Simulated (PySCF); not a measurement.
GaH2, SMILES [GaH2], multiplicity 2.

Geometry: B3LYP-D3(BJ)/def2-TZVPD. The multiplicity is an assumed one; other spin states were not compared. The isomer is the one that the SMILES or the coordinates give; other isomers of the formula were not compared.

Computed with ωB97X/def2-TZVPD run with PySCF.

Gas-phase values at a fixed geometry.

Estimate the frontier levels, dipole moment and polarisability. (The exact figures need the calculation; the answer reports its results.)


```
Item                                                                                                            Result
---------------------------------------------------------------------------------------------  -----------------------
α spin, highest occupied and lowest empty level                                                      -7.63 and 0.03 eV
β spin, highest occupied and lowest empty level                                                    -10.75 and -1.09 eV
dipole moment                                                                                                   0.21 D
quadrupole, principal values (traceless, Buckingham form, about the centre of nuclear charge)   -2.93, -1.87, 4.80 D·Å
mean static polarisability                                                                        40.3 bohr³ (5.97 Å³)
polarisability, principal values                                                                35.3, 40.9, 44.6 bohr³
⟨S²⟩                                                                                           0.753 (pure state 0.75)
```
